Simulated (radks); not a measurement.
Species: Pr IV. Configuration: [Xe] 6s2 (not the ground configuration).

All-electron calculation, scalar-relativistic Kohn-Sham, BLYP, spin-polarised, spherical densities, finite nucleus; Fermi nuclear charge, rms radius 4.8919 fm. Program: a radial shooting solver on a logarithmic mesh with Libxc functionals.

Energy parts (hartree):
total: -9235.0407
kinetic: 9808.4945
electron-nucleus: -22296.7933
Hartree: 3467.5926
exchange-correlation: -214.3345

Orbitals (lengths in bohr, moments of r in powers of bohr; <r^-3> diverges for s and p1/2):
orbital  occ.  eigenvalue (hartree)      <r^4>  <r^-3>   <1/r>
1s          2             -1538.712  1.645e-06       -   64.68
2s          2             -249.2675  0.0002700       -   14.92
2p          6             -223.2655  0.0001982    8481   14.11
3s          2             -55.48685    0.01087       -   5.428
3p          6             -47.25198    0.01136    1711   5.135
3d         10             -35.67648   0.009359   233.9   4.871
4s          2             -12.63760     0.2677       -   2.287
4p          6              -9.92010     0.3459   380.1   2.115
4d         10              -6.02482     0.5422   43.66   1.864
5s          2              -2.89370      6.810       -  0.9553
5p          6              -2.14111      11.17   68.20  0.8404
6s          2              -0.93200      151.0       -  0.4213

The highest occupied level is 6s at -25.361 eV. Summed over all electrons, <r^2> = 52.89 bohr^2, which gives a Langevin (diamagnetic) susceptibility term of -41.9 x 10^-6 cm^3/mol.
